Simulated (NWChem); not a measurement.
# Atomisation of CH2ClNOSi

```xyz
7

N      2.9026     0.1151    -0.2768
C      1.8933    -0.2742     0.1495
O      0.7974    -0.7185     0.6557
Si    -0.7663    -0.7477    -0.0342
Cl    -1.4773     1.1724    -0.1938
H     -1.5515    -1.5202     0.9447
H     -0.6625    -1.3561    -1.3775
```
Charge 0, spin multiplicity 1.

The numbers come from NWChem runs, not from measurements. All single points use one geometry, from B3LYP/def2-SVP, a minimum by its harmonic frequencies. It is one conformer; others weren't searched.

Basis set: def2-TZVP. The atomisation energy is electronic alone: no zero-point, thermal, spin-orbit or counterpoise terms. No value is extrapolated to the basis-set limit. Free atoms are single determinants with multiplicities N 4, C 3, O 3, Si 3, Cl 2, H 2. Correlated methods freeze the same cores in atoms and molecule, 13 orbitals in all.

B3LYP has NWChem's definition, with VWN1-RPA local correlation. The structure started from a generated list of species. No SCF solution was tested for a lower state. Open-shell Hartree-Fock references start from PBE0 orbitals.

Problem. One of these methods gave an atomisation energy of 438.2 kcal/mol. Which?
(A) TPSS
(B) PBE
(C) HF
(D) MP2

Solution. C, HF. The others give 658.8 (TPSS), 656.8 (MP2), 676.4 (PBE).
